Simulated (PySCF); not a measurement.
Correlation energy of Mn⁴⁺ (manganese, charge +4)

Starting occupation: [Ar] 3d3, 3d3/2 with m_j = -1/2, +1/2, +3/2. Calculation: PySCF 2.14, in x2c-TZVPPall-2c (6s7p4d2f1g, 70 functions); X2C-1e with screened-nucleus spin-orbit coupling, Gaussian nucleus. Frozen: [Ne]; 11 electrons correlated.

MP2 pair energies summed by pair of shells (mhartree):

```
 pair   energy  share (%)
3d-3p  -119.10       38.4
3p-3p  -115.24       37.1
3p-3s   -35.89       11.6
3d-3s   -18.20        5.9
3d-3d   -16.23        5.2
3s-3s    -5.87        1.9
```

Total MP2 correlation energy: -310.53 mhartree.

The GHF reference relaxed away from the jj start to a determinant that is no pure jj level (⟨S²⟩ = 3.75, ⟨J²⟩ = 6.63); the energies belong to that determinant.

This basis was not built for core-valence correlation, so the inner-shell part is incomplete.
